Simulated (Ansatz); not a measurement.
A nudged elastic band was laid between two geometries of ClH3Sn + H4OSi (11 atoms, charge 0, multiplicity 1).

Method: Ansatz 0.2.0, RKS BLYP-D4/def2-SVP.

```yaml
movable_images: 5
climbing_image: yes
spring: 5.0 eV/Å²
optimiser: quadratic models (default)
start_path: through a guess of the saddle point
force_threshold: 0.03 eV/Å
iteration_limit: 60
end_points: relaxed
```

First end point:

```xyz
11
Properties=species:S:1:pos:R:3
Sn -0.222 -0.176 -0.264
H -0.950 -0.556 1.257
Cl 2.070 -0.924 -0.230
H -0.246 1.484 -0.725
H -0.925 -1.169 -1.508
O 1.076 1.463 1.924
Si 2.709 1.926 1.802
H 3.649 0.833 2.212
H 2.909 2.314 0.376
H 2.964 3.116 2.687
H 0.800 1.140 2.802
```

Last end point:

```xyz
11
Properties=species:S:1:pos:R:3
Sn 0.584 0.036 -0.432
H -1.526 1.017 2.832
Cl 2.510 -0.140 -1.836
H -0.579 1.050 -1.203
H 0.115 -1.548 0.066
O 1.229 1.007 1.203
Si 2.739 1.594 1.663
H 3.764 0.497 1.737
H 3.239 2.647 0.716
H 2.569 2.199 3.024
H -0.810 1.091 2.563
```

**Question.** What changes between the two ends?

**Answer.** Bonds broken: Sn1–H2, O6–H11. Bonds formed: Sn1–O6, H2–H11. ClH3Sn + H4OSi becomes ClH5OSiSn + H2.

**Question.** What energy profile does the band end with?

**Answer.** It converged. The highest image is number 3 of 0 to 6, 26.2 kcal/mol above the first end and 27.3 kcal/mol above the last; the last end lies 1.1 kcal/mol below the first. A vibrational analysis at the climbing image gives one clearly imaginary mode, 1201i cm⁻¹: a first-order saddle point. The orbitals stay closed-shell, which can raise the energy where a bond breaks towards radicals; this wasn't checked here.

```json
{"image": "0", "path coordinate (Å)": "0.00", "energy (kcal/mol)": "0.0", "Sn1–H2 (Å)": "1.73", "O6–H11 (Å)": "0.98", "Sn1–O6 (Å)": "3.03"}
{"image": "1", "path coordinate (Å)": "1.51", "energy (kcal/mol)": "0.3", "Sn1–H2 (Å)": "1.73", "O6–H11 (Å)": "0.97", "Sn1–O6 (Å)": "3.03"}
{"image": "2", "path coordinate (Å)": "3.03", "energy (kcal/mol)": "5.3", "Sn1–H2 (Å)": "1.75", "O6–H11 (Å)": "0.98", "Sn1–O6 (Å)": "2.85"}
{"image": "3", "path coordinate (Å)": "4.54", "energy (kcal/mol)": "26.2", "Sn1–H2 (Å)": "2.12", "O6–H11 (Å)": "1.18", "Sn1–O6 (Å)": "2.20"}
{"image": "4", "path coordinate (Å)": "5.43", "energy (kcal/mol)": "4.0", "Sn1–H2 (Å)": "2.71", "O6–H11 (Å)": "1.87", "Sn1–O6 (Å)": "2.03"}
{"image": "5", "path coordinate (Å)": "6.31", "energy (kcal/mol)": "-1.0", "Sn1–H2 (Å)": "3.45", "O6–H11 (Å)": "2.41", "Sn1–O6 (Å)": "2.01"}
{"image": "6", "path coordinate (Å)": "7.20", "energy (kcal/mol)": "-1.1", "Sn1–H2 (Å)": "4.01", "O6–H11 (Å)": "2.45", "Sn1–O6 (Å)": "2.01"}
```

**Question.** What is the geometry of the highest image?

**Answer.** 
```xyz
11
Properties=species:S:1:pos:R:3:forces:R:3
Sn 0.099 0.127 -0.172 0.00 0.00 0.01
H -0.959 0.744 1.553 0.00 0.00 0.00
Cl 2.257 -0.020 -1.293 0.00 0.00 0.00
H -0.819 1.127 -1.236 0.01 0.00 0.00
H -0.246 -1.537 0.133 0.00 0.00 0.00
O 1.143 1.234 1.418 0.00 0.00 0.00
Si 2.749 1.580 1.909 0.00 0.00 0.00
H 3.528 0.314 2.083 0.00 0.00 0.00
H 3.405 2.466 0.900 0.00 0.00 0.00
H 2.633 2.290 3.224 0.00 0.00 0.00
H 0.043 1.126 1.817 0.00 0.00 0.00
```

**Question.** What are the harmonic wavenumbers there?

**Answer.** 1201i, 38, 83, 108, 143, 209, 314, 355, 412, 592, 611, 675, 692, 721, 783, 838, 926, 933, 967, 1124, 1480, 1718, 1819, 1868, 2175, 2186, 2200 cm⁻¹.

Time of the run: 2 min on 4 threads of Arm Neoverse V2, on a shared host, peak memory 0.16 GiB.
